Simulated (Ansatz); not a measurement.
A first, cheap relaxation of C₃H₇AlF₂ (`C[CH](C)[Al]([F])[F]`).

```yaml
crystal:
  periodic: [false, false, false]
  atoms:
    - {symbol: C, position_ang: [-0.470100, -0.888900, -1.091400]}
    - {symbol: C, position_ang: [0.393300, -0.007500, -0.212300]}
    - {symbol: C, position_ang: [0.603000, -0.694600, 1.117600]}
    - {symbol: Al, position_ang: [-0.308600, 1.839600, 0.064900]}
    - {symbol: F, position_ang: [-0.730900, 2.875000, -1.367000]}
    - {symbol: F, position_ang: [-0.742700, 2.426000, 1.733100]}
    - {symbol: H, position_ang: [-0.037200, -1.838900, -1.281400]}
    - {symbol: H, position_ang: [-0.620000, -0.327600, -2.092400]}
    - {symbol: H, position_ang: [-1.507900, -0.968100, -0.582900]}
    - {symbol: H, position_ang: [1.375900, 0.130000, -0.701300]}
    - {symbol: H, position_ang: [1.091200, -1.691400, 0.991300]}
    - {symbol: H, position_ang: [-0.302400, -0.824700, 1.695900]}
    - {symbol: H, position_ang: [1.276900, -0.063600, 1.740800]}
basis:
  gaussian: {orbitals: def2-SVP}
hamiltonian: {xc: pbe, dispersion: d4}
relax: {f_tol: 0.03, max_steps: 200}
```

```sh
$ ansatz run in.yaml --threads 4 --pin off --events-out ev --progress --plain --max-ram 11315MiB
```

Output, abridged:

```
Functional definition: PBE
mean field -15237.10839548 eV, -559.9534054510 hartree, gradient 4.0e-5 eV, S^2 0.000000; 0 other end points of the search recorded, 0 dependent functions left out
relax step   1: F+E_penalty+E_count = -15237.35795896 eV  Δ(F+E_penalty+E_count) = +0.000e0 eV  max|allowed force component| = 3.050e0 eV/Å  Δτ_max = 0.0000 Å  (30 SCF iters, accepted)
mean field -15237.65050254 eV, -559.9733275180 hartree, gradient 1.0e-5 eV, S^2 0.000000; 0 other end points of the search recorded, 0 dependent functions left out
relax step   2: F+E_penalty+E_count = -15237.89828606 eV  Δ(F+E_penalty+E_count) = -5.403e-1 eV  max|allowed force component| = 1.861e0 eV/Å  Δτ_max = 0.1180 Å  (30 SCF iters, accepted)
mean field -15237.79175780 eV, -559.9785185529 hartree, gradient 7.0e-6 eV, S^2 0.000000; 0 other end points of the search recorded, 0 dependent functions left out
relax step   3: F+E_penalty+E_count = -15238.03983192 eV  Δ(F+E_penalty+E_count) = -1.415e-1 eV  max|allowed force component| = 1.331e0 eV/Å  Δτ_max = 0.1175 Å  (31 SCF iters, accepted)
mean field -15237.83965875 eV, -559.9802788805 hartree, gradient 2.0e-5 eV, S^2 0.000000; 0 other end points of the search recorded, 0 dependent functions left out
relax step   4: F+E_penalty+E_count = -15238.08861204 eV  Δ(F+E_penalty+E_count) = -4.878e-2 eV  max|allowed force component| = 6.123e-1 eV/Å  Δτ_max = 0.0419 Å  (29 SCF iters, accepted)
mean field -15237.85015166 eV, -559.9806644876 hartree, gradient 1.9e-5 eV, S^2 0.000000; 0 other end points of the search recorded, 0 dependent functions left out
relax step   5: F+E_penalty+E_count = -15238.09973400 eV  Δ(F+E_penalty+E_count) = -1.112e-2 eV  max|allowed force component| = 2.634e-1 eV/Å  Δτ_max = 0.0661 Å  (30 SCF iters, accepted)
mean field -15237.85301557 eV, -559.9807697346 hartree, gradient 2.3e-5 eV, S^2 0.000000; 0 other end points of the search recorded, 0 dependent functions left out
relax step   6: F+E_penalty+E_count = -15238.10315397 eV  Δ(F+E_penalty+E_count) = -3.420e-3 eV  max|allowed force component| = 1.270e-1 eV/Å  Δτ_max = 0.1467 Å  (29 SCF iters, accepted)
mean field -15237.85547487 eV, -559.9808601121 hartree, gradient 2.1e-5 eV, S^2 0.000000; 0 other end points of the search recorded, 0 dependent functions left out
relax step   7: F+E_penalty+E_count = -15238.10590790 eV  Δ(F+E_penalty+E_count) = -2.754e-3 eV  max|allowed force component| = 3.124e-2 eV/Å  Δτ_max = 0.0421 Å  (30 SCF iters, accepted)
mean field -15237.85564525 eV, -559.9808663733 hartree, gradient 2.1e-5 eV, S^2 0.000000; 0 other end points of the search recorded, 0 dependent functions left out
relax step   8: F+E_penalty+E_count = -15238.10612423 eV  Δ(F+E_penalty+E_count) = -2.163e-4 eV  max|allowed force component| = 9.011e-3 eV/Å  Δτ_max = 0.0173 Å  (31 SCF iters, accepted)
mean field -15237.85564525 eV, -559.9808663733 hartree, gradient 2.5e-5 eV, S^2 0.000000; 1 other end points of the search recorded, 0 dependent functions left out
Total energy: -15238.10616584 eV, -559.9900728354 hartree
Atom 0 at    -0.492498    -0.826369    -1.130358 Å, force    -0.001181    -0.005627    -0.002225 eV/Å
Atom 1 at     0.368832     0.017355    -0.170373 Å, force     0.001003     0.001377    -0.003417 eV/Å
Atom 2 at     0.622002    -0.691078     1.170525 Å, force     0.004251    -0.007120     0.004505 eV/Å
Atom 3 at    -0.362014     1.825438     0.059781 Å, force     0.001937     0.009011    -0.000946 eV/Å
Atom 4 at    -0.828544     2.758756    -1.250709 Å, force    -0.003700    -0.002406    -0.003336 eV/Å
Atom 5 at    -0.543229     2.531604     1.567988 Å, force     0.000954    -0.003421    -0.000110 eV/Å
Atom 6 at    -0.018103    -1.813514    -1.326585 Å, force     0.001162    -0.001040     0.000686 eV/Å
Atom 7 at    -0.643756    -0.331473    -2.111397 Å, force     0.001135     0.006524    -0.000565 eV/Å
Atom 8 at    -1.497937    -1.034857    -0.705760 Å, force     0.000985     0.002698     0.002386 eV/Å
Atom 9 at     1.354295     0.192108    -0.666085 Å, force    -0.005025    -0.000580     0.002776 eV/Å
Atom 10 at     1.098431    -1.684013     1.011979 Å, force    -0.000248    -0.001662     0.000611 eV/Å
Atom 11 at    -0.322747    -0.871159     1.725594 Å, force    -0.000510     0.000760    -0.001252 eV/Å
Atom 12 at     1.285769    -0.107498     1.840299 Å, force    -0.000765     0.001488     0.000884 eV/Å
Dipole moment:     0.180108    -0.441862    -0.059285 e Å
```

Run time 14 s (4 threads of an Arm Neoverse V2 on a shared host); peak host memory 0.17 GiB.
